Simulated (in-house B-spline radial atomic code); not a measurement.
Cs⁴⁺. Computed with a B-spline radial atomic code. Model: all-electron spherical atom, spin shells full or empty, radial basis limit, no spin-orbit coupling, Breit or QED, empty-state partial waves extrapolated as (l+1/2)^-4, RPA, G0W0 and static COHSEX of the highest shell as one setting changes (uncorrelated shells keep exact exchange).

Given: element Cs; charge 4; filled core Kr; hamiltonian one-electron scalar X2C; mean-field start PBE0; highest l of empty states 9; nuclear rms radius 4.8041 fm; highest mean-field shell 5p up.

Shell: 4d 5 5, 5s 1 1, 5p 3 0 (electrons up and down).

| lowest nl shells left uncorrelated | RPA correlation energy (hartree) | G0W0 level (eV) | G0W0 minus most complete (meV) | COHSEX level (eV) | linearised minus solved G0W0 (meV) |
| --- | --- | --- | --- | --- | --- |
| 0 | -4.0233 | -58.449 | 0 | -60.499 | -8.4 |
| 1 | -3.8412 | -58.449 | 0.5 | -60.499 | -8.4 |
| 2 | -3.645 | -58.449 | 0.6 | -60.499 | -8.4 |
| 3 | -3.0814 | -58.446 | 3.1 | -60.494 | -8.3 |
| 4 | -2.9007 | -58.446 | 3 | -60.496 | -8.3 |
| 5 | -2.3621 | -58.452 | -2.2 | -60.508 | -8.4 |
| 6 | ? | ? | ? | ? | ? |
| 7 | -1.3387 | -58.412 | 37 | -60.438 | -8.2 |
| 8 | -0.89135 | -58.425 | 24.7 | -60.446 | -8.3 |
| 9 | ? | ? | ? | ? | ? |
| 10 | -0.062262 | -58.207 | 242.6 | -59.523 | -4.7 |

**Question.** What follows for lowest nl shells left uncorrelated = 9?

**Answer.** RPA correlation energy -0.16952 hartree; G0W0 level -58.027 eV; G0W0 minus most complete 422.3 meV; COHSEX level -59.746 eV; linearised minus solved G0W0 -7.4 meV.

**Question.** What follows for lowest nl shells left uncorrelated = 6?

**Answer.** RPA correlation energy -1.4943 hartree; G0W0 level -58.41 eV; G0W0 minus most complete 39.7 meV; COHSEX level -60.433 eV; linearised minus solved G0W0 -8.2 meV.
